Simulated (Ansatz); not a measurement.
Consider the isomerisation: `[SiH3][CH2][GeH2][PH2]` → `[CH3][GeH2][SiH2]P`.

Program: Ansatz. Geometries: PBE0-D4/def2-TZVP. ΔE: electronic, gas phase. CCSD(T)/CBS is the MP2 limit (def2-TZVPP, def2-QZVPP) plus CCSD(T) − MP2 in def2-TZVPP, frozen cores. DFT in def2-TZVPP. For Ge outer-core shells are correlated without core-valence functions, which leaves a few kJ/mol of doubt a bond. Scalar relativity is left out up to krypton. Each species was taken in one conformer, which may not be the lowest.

`[SiH3][CH2][GeH2][PH2]`:

Z-matrix (Å, degrees):
```
Si
C 1 1.870
H 1 1.488 2 110.1
H 1 1.489 2 111.4 3 120.3
H 1 1.488 2 110.1 3 -119.4
Ge 2 1.961 1 113.7 3 59.7
H 2 1.094 1 109.8 3 -179.2
H 2 1.094 1 109.8 3 -61.4
P 6 2.324 2 113.6 1 179.7
H 6 1.541 2 109.7 1 59.2
H 6 1.541 2 109.7 1 -59.9
H 9 1.421 6 93.5 2 46.9
H 9 1.421 6 93.5 2 -46.4
```

`[CH3][GeH2][SiH2]P`:

Z-matrix (Å, degrees):
```
C
Ge 1 1.959
H 1 1.091 2 110.3
H 1 1.091 2 110.3 3 120.1
H 1 1.091 2 110.2 3 -120.0
Si 2 2.382 1 110.6 3 -58.8
H 2 1.542 1 109.6 3 -179.7
H 2 1.542 1 109.6 3 62.2
P 6 2.260 2 108.5 1 -58.8
H 6 1.490 2 109.8 1 64.6
H 6 1.488 2 110.6 1 -176.3
H 9 1.421 6 94.8 2 162.2
H 9 1.421 6 93.6 2 68.5
```

```json
{"level": "PBE-D4", "ΔE (kcal/mol)": "-5.1"}
{"level": "ωB97M-V", "ΔE (kcal/mol)": "-1.8"}
{"level": "CCSD/def2-TZVPP", "ΔE (kcal/mol)": "-1.7"}
{"level": "MP2/CBS(def2)", "ΔE (kcal/mol)": "-1.4"}
```

(1) What does CCSD(T)/CBS give? (An estimate is asked.)

Largest T1 diagnostic among the species: 0.012.

Answers

(1) Computed: -2.3 kcal/mol. The listed levels differ from it by -2.8, 0.5, 0.6, 0.9 kcal/mol.

From PBE to PBE0 (25 % exact exchange), in def2-TZVPP and without D4, ΔE moves by +0.7 kcal/mol.
